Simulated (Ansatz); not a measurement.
A nudged elastic band was laid between two geometries of F3H4HfNO (10 atoms, charge 0, multiplicity 1).

The calculation used Ansatz 0.2.0, RKS PBE0-D4/def2-SVP.

```yaml
movable_images: 5
climbing_image: yes
spring: 5.0 eV/Å²
optimiser: quadratic models (default)
start_path: through a guess of the saddle point
force_threshold: 0.03 eV/Å
iteration_limit: 60
end_points: relaxed
```

Initial state:

```xyz
10
Properties=species:S:1:pos:R:3
Hf -0.368 0.888 -0.018
N -0.656 -0.924 0.916
F -0.562 0.792 -1.942
F -2.013 1.806 0.346
F 0.911 2.028 0.847
H 1.225 -1.211 -0.412
O 1.551 -0.339 -0.691
H -0.280 -1.174 1.830
H -1.495 -1.485 0.771
H 1.687 -0.380 -1.647
```

Final state:

```xyz
10
Properties=species:S:1:pos:R:3
Hf -0.102 0.903 -0.438
N -0.275 -0.990 1.078
F -0.019 2.446 -1.585
F -2.002 0.547 -0.537
F 0.638 1.677 1.174
H 0.318 -1.752 0.746
O 1.054 -0.334 -1.403
H 0.027 -0.756 2.024
H -1.228 -1.348 1.138
H 1.589 -0.392 -2.196
```

Problem. Which bonds break or form, and what moves?

Solution. Bonds broken: H6–O7. Bonds formed: N2–H6.

Problem. What energy profile does the band end with?

Solution. The forces met the threshold. The highest image is number 2 of 0 to 6, 0.143 eV above the first end and 1.203 eV above the last; the last end lies 1.059 eV below the first. A vibrational analysis at the climbing image gives one clearly imaginary mode, 635i cm⁻¹: a first-order saddle point. The orbitals stay closed-shell, which can raise the energy where a bond breaks towards radicals; this wasn't checked here.

```tsv
image	path coordinate (Å)	energy (eV)	H6–O7 (Å)	N2–H6 (Å)
0	0.00	0.000	0.97	2.32
1	0.56	0.030	0.99	1.89
2	1.12	0.143	1.12	1.43
3	1.90	-0.619	1.80	1.04
4	2.68	-0.856	2.15	1.02
5	3.46	-1.007	2.39	1.02
6	4.24	-1.059	2.68	1.02
```

Problem. What is the geometry of the highest image?

Solution. 
```xyz
10
Properties=species:S:1:pos:R:3
Hf -0.249 0.981 -0.130
N -0.400 -0.992 0.810
F -0.513 1.261 -2.011
F -2.017 1.479 0.425
F 0.869 2.229 0.790
H 0.716 -1.113 -0.070
O 1.342 -0.446 -0.710
H -0.193 -1.089 1.805
H -1.242 -1.542 0.640
H 1.685 -0.768 -1.549
```

Problem. What are the harmonic wavenumbers there?

Solution. 635i, 49, 127, 147, 167, 174, 192, 274, 336, 374, 547, 583, 641, 644, 670, 673, 718, 861, 1385, 1540, 1990, 3539, 3622, 3931 cm⁻¹.

The run took 2.1 min on 2 threads of AMD EPYC 9R45 96-Core Processor (Zen 5), on a shared host, peak memory 0.32 GiB.
